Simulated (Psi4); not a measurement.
tantalum atom (Ta), quartet (typed; the unrestricted solution is spin-contaminated) (core potentials on Ta); HF/def2-SVP run with Psi4.

The Psi4 input:
```
memory 2 GB

molecule mol {
0 4
Ta    0.000000    0.000000    0.000000
}

set {
  basis def2-svp
  reference uhf
  scf_type pk
  puream true
  d_convergence 1e-8
}

energy('scf')
print_variables()
```

The log (banner, timings and long lists left out):

```
   => Loading Basis Set <=

    Name: DEF2-SVP
    Role: ORBITAL
    Keyword: BASIS

    !!!  WARNING: ECP capability is in beta. Please check occupations closely.  !!!

         ---------------------------------------------------------
                                   SCF
               by Justin Turney, Rob Parrish, Andy Simmonett
                          and Daniel G. A. Smith
                              UHF Reference
         ---------------------------------------------------------

  ==> Geometry <==

    Molecular point group: d2h
    Geometry (in Angstrom), charge = 0, multiplicity = 4:

       Center              X                  Y                   Z               Mass
    ------------   -----------------  -----------------  -----------------  -----------------
         TA           0.000000000000     0.000000000000     0.000000000000   180.947995800000

  Running in d2h symmetry.

  Rotational constants: A = ************  B = ************  C = ************ [cm^-1]
  Rotational constants: A = ************  B = ************  C = ************ [MHz]
  Nuclear repulsion =    0.000000000000000

  Charge       = 0
  Multiplicity = 4
  Electrons    = 13
  Nalpha       = 8
  Nbeta        = 5

  ==> Algorithm <==

  SCF Algorithm Type is PK.
  DIIS enabled.
  MOM disabled.
  Fractional occupation disabled.
  Guess Type is CORE.
  Energy threshold   = 1.00e-06
  Density threshold  = 1.00e-08
  Integral threshold = 1.00e-12

  ==> Primary Basis <==

  Basis Set: DEF2-SVP
    Blend: DEF2-SVP
    Number of shells: 12
    Number of basis functions: 32
    Number of Cartesian functions: 37
    Spherical Harmonics?: true
    Max angular momentum: 3

  Core potential: DEF2-SVP
    Number of shells: 4
    Number of ECP primitives: 10
    Number of ECP core electrons: 60
    Max angular momentum: 3

  ==> Integral Setup <==

  Using in-core PK algorithm.
   Calculation information:
      Number of atoms:                   1
      Number of AO shells:              12
      Number of primitives:             19
      Number of atomic orbitals:        37
      Number of basis functions:        32

      Integral cutoff                 1.00e-12
      Number of threads:                 1

  Performing in-core PK
  Using 279312 doubles for integral storage.
  We computed 3081 shell quartets total.
  Whereas there are 3081 unique shell quartets.

  ==> DiskJK: Disk-Based J/K Matrices <==

    J tasked:                  Yes
    K tasked:                  Yes
    wK tasked:                  No
    Schwarz Cutoff:          1E-12

  Minimum eigenvalue in the overlap matrix is 1.7593362163E-02.
  Reciprocal condition number of the overlap matrix is 5.4051937369E-03.
    Using symmetric orthogonalization.

  ==> Pre-Iterations <==

  SCF Guess: Core (One-Electron) Hamiltonian.

   -------------------------------------------------------
    Irrep   Nso     Nmo     Nalpha   Nbeta   Ndocc  Nsocc
   -------------------------------------------------------
     Ag        10      10       2       2       2       0
     B1g        2       2       1       0       0       1
     B2g        2       2       1       0       0       1
     B3g        2       2       1       0       0       1
     Au         1       1       0       0       0       0
     B1u        5       5       1       1       1       0
     B2u        5       5       1       1       1       0
     B3u        5       5       1       1       1       0
   -------------------------------------------------------
    Total      32      32       8       5       5       3
   -------------------------------------------------------

  ==> Iterations <==

                        Total Energy        Delta E     RMS |[F,P]|

    Occupation by irrep:
             Ag   B1g   B2g   B3g    Au   B1u   B2u   B3u
    DOCC [     2,    0,    0,    0,    0,    1,    1,    1 ]
    SOCC [     0,    0,    0,    0,    0,    1,    1,    1 ]
    NA   [     2,    0,    0,    0,    0,    2,    2,    2 ]
    NB   [     2,    0,    0,    0,    0,    1,    1,    1 ]

   @UHF iter   1:   -54.36586645939727   -5.43659e+01   1.20662e-01 ADIIS
    Occupation by irrep:
             Ag   B1g   B2g   B3g    Au   B1u   B2u   B3u
    DOCC [     2,    0,    0,    0,    0,    1,    1,    1 ]
    SOCC [     0,    1,    1,    1,    0,    0,    0,    0 ]
    NA   [     2,    1,    1,    1,    0,    1,    1,    1 ]
    NB   [     2,    0,    0,    0,    0,    1,    1,    1 ]

   @UHF iter   2:   -54.57807919168761   -2.12213e-01   7.25759e-02 ADIIS/DIIS
   @UHF iter   3:   -55.94307619278064   -1.36500e+00   3.37705e-02 ADIIS/DIIS
   @UHF iter   4:   -56.17215955585075   -2.29083e-01   7.04918e-03 ADIIS/DIIS
   @UHF iter   5:   -56.20343085206281   -3.12713e-02   3.82320e-03 ADIIS/DIIS
   @UHF iter   6:   -56.21820676175378   -1.47759e-02   1.93429e-03 ADIIS/DIIS
   @UHF iter   7:   -56.22331301096942   -5.10625e-03   1.75186e-03 ADIIS/DIIS
   @UHF iter   8:   -56.22410964251182   -7.96632e-04   1.80387e-03 ADIIS/DIIS
   @UHF iter   9:   -56.21450406059832    9.60558e-03   1.68506e-03 ADIIS/DIIS
   @UHF iter  10:   -56.21417764991245    3.26411e-04   1.30059e-03 ADIIS/DIIS
   @UHF iter  11:   -56.21429356496509   -1.15915e-04   5.01538e-04 ADIIS/DIIS
   @UHF iter  12:   -56.21440706563770   -1.13501e-04   7.89487e-05 DIIS
   @UHF iter  13:   -56.21441041026727   -3.34463e-06   6.27975e-05 DIIS
   @UHF iter  14:   -56.21441590907646   -5.49881e-06   5.32381e-05 DIIS
   @UHF iter  15:   -56.21442252615002   -6.61707e-06   5.06791e-05 DIIS
   @UHF iter  16:   -56.21443857076517   -1.60446e-05   5.49706e-05 DIIS
   @UHF iter  17:   -56.21445659354097   -1.80228e-05   4.17296e-05 DIIS
   @UHF iter  18:   -56.21449126184336   -3.46683e-05   3.81377e-05 DIIS
   @UHF iter  19:   -56.21449371788164   -2.45604e-06   2.29361e-05 DIIS
   @UHF iter  20:   -56.21450612609643   -1.24082e-05   2.38794e-05 DIIS
   @UHF iter  21:   -56.21450632003368   -1.93937e-07   9.17191e-06 DIIS
   @UHF iter  22:   -56.21450636846220   -4.84285e-08   1.13729e-06 DIIS
   @UHF iter  23:   -56.21450636837545    8.67431e-11   1.76295e-06 DIIS
   @UHF iter  24:   -56.21450636897055   -5.95094e-10   4.44098e-07 DIIS
   @UHF iter  25:   -56.21450636910187   -1.31323e-10   1.44746e-08 DIIS
   @UHF iter  26:   -56.21450636910195   -7.81597e-14   2.24726e-08 DIIS
   @UHF iter  27:   -56.21450636910199   -4.26326e-14   3.30580e-09 DIIS
  Energy and wave function converged.

  ==> Post-Iterations <==

   @Spin Contamination Metric:   1.006366972E+00
   @S^2 Expected:                3.750000000E+00
   @S^2 Observed:                4.756366972E+00
   @S   Expected:                1.500000000E+00
   @S   Observed:                1.500000000E+00

    Orbital Energies [Eh]
    ---------------------

    Alpha Occupied:

       1Ag    -3.082932     1B1u   -1.714516     1B3u   -1.677353
       1B2u   -1.677353     1B2g   -0.258976     1B3g   -0.258976
       2Ag    -0.257849     1B1g   -0.242550

    Alpha Virtual:

       2B1u    0.031137     2B3u    0.044641     2B2u    0.044641
       3Ag     0.109569     4Ag     0.142779     5Ag     0.191159
       2B2g    0.341771     2B3g    0.341771     2B1g    0.348833
       6Ag     0.406285     7Ag     0.434836     3B1u    0.798971
       3B3u    0.822866     3B2u    0.822866     1Au     1.052652
       4B3u    1.084993     4B2u    1.084993     4B1u    1.097702
       5B1u    1.105036     5B3u    1.138018     5B2u    1.138018
       8Ag     1.552967     9Ag    70.372808    10Ag   642.838341

    Beta Occupied:

       1Ag    -3.013555     1B2u   -1.596412     1B3u   -1.596412
       1B1u   -1.572011     2Ag    -0.189528

    Beta Virtual:

       3Ag     0.013247     2B2u    0.085822     2B3u    0.085822
       2B1u    0.089184     4Ag     0.154991     1B2g    0.175094
       1B3g    0.175094     1B1g    0.187196     5Ag     0.247748
       6Ag     0.370108     7Ag     0.427672     2B2g    0.448107
       2B3g    0.448107     2B1g    0.461575     3B2u    0.886678
       3B3u    0.886678     3B1u    0.890328     4B2u    1.150317
       4B3u    1.150317     4B1u    1.165569     5B1u    1.176492
       5B3u    1.190718     5B2u    1.190718     1Au     1.210482
       8Ag     1.601178     9Ag    70.377542    10Ag   642.838779

    Final Occupation by Irrep:
             Ag   B1g   B2g   B3g    Au   B1u   B2u   B3u
    DOCC [     2,    0,    0,    0,    0,    1,    1,    1 ]
    SOCC [     0,    1,    1,    1,    0,    0,    0,    0 ]
    NA   [     2,    1,    1,    1,    0,    1,    1,    1 ]
    NB   [     2,    0,    0,    0,    0,    1,    1,    1 ]

  @UHF Final Energy:   -56.21450636910199

   => Energetics <=

    Nuclear Repulsion Energy =              0.0000000000000000
    One-Electron Energy =                 -95.2905893704392497
    Two-Electron Energy =                  39.0760830013372598
    Total Energy =                        -56.2145063691019899

  UHF NO Occupations:
  HONO-2 :    1B3g 1.0000000
  HONO-1 :    1B2g 1.0000000
  HONO-0 :    1B1g 1.0000000
  LUNO+0 :    3 Ag 1.0000000
  LUNO+1 :    2B2u 0.0012240
  LUNO+2 :    2B3u 0.0012240
  LUNO+3 :    2B1u 0.0006908

Computation Completed

Properties will be evaluated at   0.000000,   0.000000,   0.000000 [a0]

Properties computed using the SCF density matrix

 Multipole Moments:

 ------------------------------------------------------------------------------------
     Multipole            Electronic (a.u.)      Nuclear  (a.u.)        Total (a.u.)
 ------------------------------------------------------------------------------------

 L = 1.  Multiply by 2.5417464519 to convert [e a0] to [Debye]
 Dipole X            :          0.0000000            0.0000000            0.0000000
 Dipole Y            :          0.0000000            0.0000000            0.0000000
 Dipole Z            :          0.0000000            0.0000000            0.0000000
 Magnitude           :                                                    0.0000000

 ------------------------------------------------------------------------------------

  Variable Map:
  ----------------------------------------------------------------------------
  "CURRENT ENERGY"           =>     -56.214506369102
  "CURRENT REFERENCE ENERGY" =>     -56.214506369102
  "DD SOLVATION ENERGY"      =>       0.000000000000
  "HF KINETIC ENERGY"        =>      19.814771308677
  "HF POTENTIAL ENERGY"      =>     -76.029277677779
  "HF TOTAL ENERGY"          =>     -56.214506369102
  "HF VIRIAL RATIO"          =>       3.837000008397
  "NUCLEAR REPULSION ENERGY" =>       0.000000000000
  "ONE-ELECTRON ENERGY"      =>     -95.290589370439
  "PCM POLARIZATION ENERGY"  =>       0.000000000000
  "PE ENERGY"                =>       0.000000000000
  "SCF ITERATION ENERGY"     =>     -56.214506369102
  "SCF ITERATIONS"           =>      27.000000000000
  "SCF TOTAL ENERGY"         =>     -56.214506369102
  "TWO-ELECTRON ENERGY"      =>      39.076083001337

  Array Variable Map:
  ----------------------------------------------------------------------------
  "CURRENT DIPOLE"           =>       0.000000000000 ... 0.000000000000 1 by 3
  "SCF DIPOLE"               =>       0.000000000000 ... 0.000000000000 1 by 3
  "SCF TOTAL ENERGIES"       =>     -54.365866459397 ... -56.214506369102 1 by 27
```
